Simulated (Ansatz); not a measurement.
The cluster Si₃Sn⁻, relaxed as a quartet with UKS r2SCAN-D4/def2-SVPD in Ansatz, starting from the r2SCAN-D4/def2-SVPD geometry of the charge -1 doublet. Force threshold 0.02 eV/Å.

In the def2 sets Sn takes a core potential; there is no spin–orbit coupling. The highest occupied level of the charge -1 quartet lies above zero (up to 0.14 eV). It is a level of α spin, whose loss leaves a triplet; that state wasn't run at this geometry and level. The electron is either unbound and held by the finite basis, or the level is raised by self-interaction error. The relaxation made no stability test and no search for a lower SCF solution. At r2SCAN-D4/def2-SVPD a doublet of charge -1 lies 1.43 eV below the quartet, each at its own geometry. The structure comes from a short search, and lower isomers may exist.

Start:

```
atom    x (Å)    y (Å)    z (Å)
 Si1   0.5798   0.8183   0.6521
 Si2   1.2400  -1.3784   0.9005
 Si3  -0.4756  -0.9339  -0.5765
 Sn4  -1.3443   1.4939  -0.9761
```

| step | energy (eV) | largest force component (eV/Å) | SCF passes |
| --- | --- | --- | --- |
| 1 | -29456.0015 | 0.514 | 26 |
| 2 | -29456.0366 | 0.417 | 37 |
| 3 | -29456.2424 | 1.079 | 37 |
| 4 | -29456.2848 | 1.168 | 40 |
| 5 (rejected) | -29456.2683 | 1.531 | 36 |
| 6 | -29456.4507 | 0.419 | 37 |
| 7 | -29456.5551 | 0.314 | 30 |
| 8 | -29456.5905 | 0.674 | 30 |
| 9 | -29456.6061 | 0.314 | 27 |
| 10 (rejected) | -29456.5971 | 0.246 | 31 |
| 11 | -29456.6145 | 0.070 | 28 |
| 12 | -29456.6151 | 0.011 | 29 |

Force components are those of the run's own axes.

End:

```xyz
4

Si    0.8651    0.9844    0.5919
Si    0.9005   -1.2389    0.9934
Si   -0.3825   -1.0869   -0.8603
Sn   -1.3830    1.3414   -0.7250
```

Bonds lost: Si1–Si3 (atoms count from 1).

No frequencies were taken in this run, so the end may be a saddle point.

Hardware: 4 threads of Arm Neoverse N1 on a shared host. Wall time 62 s.
